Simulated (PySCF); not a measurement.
Zn(NH2)(OSiH3) (H5NOSiZn), SMILES [NH2][Zn][O][SiH3].

Geometry optimised at PBE-D3(BJ)/def2-SVP. The structure was generated by enumeration; whether it is a known compound was not checked. Other conformers were not sampled.

These are PBE-D3(BJ)/def2-SVP in PySCF values and carry that method's errors.

Frequencies are harmonic and unscaled.

Problem. Give all harmonic wavenumbers and intensities. (An estimate is asked for; the answer gives what the named calculation found.)

Solution. 
```json
[
 {"mode": "1", "ν (cm⁻¹)": "34", "IR (km/mol)": "11.7", "moving atoms (share of kinetic energy)": "H 90 %, O 9 %"},
 {"mode": "2", "ν (cm⁻¹)": "53", "IR (km/mol)": "24.1", "moving atoms (share of kinetic energy)": "H 56 %, N 27 %"},
 {"mode": "3", "ν (cm⁻¹)": "75", "IR (km/mol)": "1.8", "moving atoms (share of kinetic energy)": "N 29 %, Si 24 %, H 18 %, O 17 %, Zn 13 %"},
 {"mode": "4", "ν (cm⁻¹)": "146", "IR (km/mol)": "2.3", "moving atoms (share of kinetic energy)": "O 29 %, Zn 29 %, H 27 %, N 15 %"},
 {"mode": "5", "ν (cm⁻¹)": "163", "IR (km/mol)": "7.5", "moving atoms (share of kinetic energy)": "Zn 35 %, O 23 %, N 18 %, Si 15 %, H 10 %"},
 {"mode": "6", "ν (cm⁻¹)": "467", "IR (km/mol)": "10.3", "moving atoms (share of kinetic energy)": "O 37 %, N 26 %, Si 19 %, H 11 %"},
 {"mode": "7", "ν (cm⁻¹)": "531", "IR (km/mol)": "124.5", "moving atoms (share of kinetic energy)": "H 68 %, N 20 %"},
 {"mode": "8", "ν (cm⁻¹)": "678", "IR (km/mol)": "10.8", "moving atoms (share of kinetic energy)": "N 45 %, H 27 %, Zn 24 %"},
 {"mode": "9", "ν (cm⁻¹)": "699", "IR (km/mol)": "51.7", "moving atoms (share of kinetic energy)": "H 83 %, Si 10 %"},
 {"mode": "10", "ν (cm⁻¹)": "716", "IR (km/mol)": "64.1", "moving atoms (share of kinetic energy)": "H 75 %, O 12 %, Si 10 %"},
 {"mode": "11", "ν (cm⁻¹)": "789", "IR (km/mol)": "17.5", "moving atoms (share of kinetic energy)": "H 90 %, N 9 %"},
 {"mode": "12", "ν (cm⁻¹)": "908", "IR (km/mol)": "73.2", "moving atoms (share of kinetic energy)": "H 96 %"},
 {"mode": "13", "ν (cm⁻¹)": "917", "IR (km/mol)": "70.8", "moving atoms (share of kinetic energy)": "H 96 %"},
 {"mode": "14", "ν (cm⁻¹)": "980", "IR (km/mol)": "32.4", "moving atoms (share of kinetic energy)": "H 75 %, O 23 %"},
 {"mode": "15", "ν (cm⁻¹)": "986", "IR (km/mol)": "646.8", "moving atoms (share of kinetic energy)": "O 53 %, Si 28 %, H 18 %"},
 {"mode": "16", "ν (cm⁻¹)": "1497", "IR (km/mol)": "7.6", "moving atoms (share of kinetic energy)": "H 92 %, N 8 %"},
 {"mode": "17", "ν (cm⁻¹)": "2108", "IR (km/mol)": "194.6", "moving atoms (share of kinetic energy)": "H 96 %"},
 {"mode": "18", "ν (cm⁻¹)": "2115", "IR (km/mol)": "127.2", "moving atoms (share of kinetic energy)": "H 98 %"},
 {"mode": "19", "ν (cm⁻¹)": "2159", "IR (km/mol)": "153.4", "moving atoms (share of kinetic energy)": "H 97 %"},
 {"mode": "20", "ν (cm⁻¹)": "3409", "IR (km/mol)": "6.0", "moving atoms (share of kinetic energy)": "H 96 %"},
 {"mode": "21", "ν (cm⁻¹)": "3496", "IR (km/mol)": "5.0", "moving atoms (share of kinetic energy)": "H 92 %, N 8 %"}
]
```
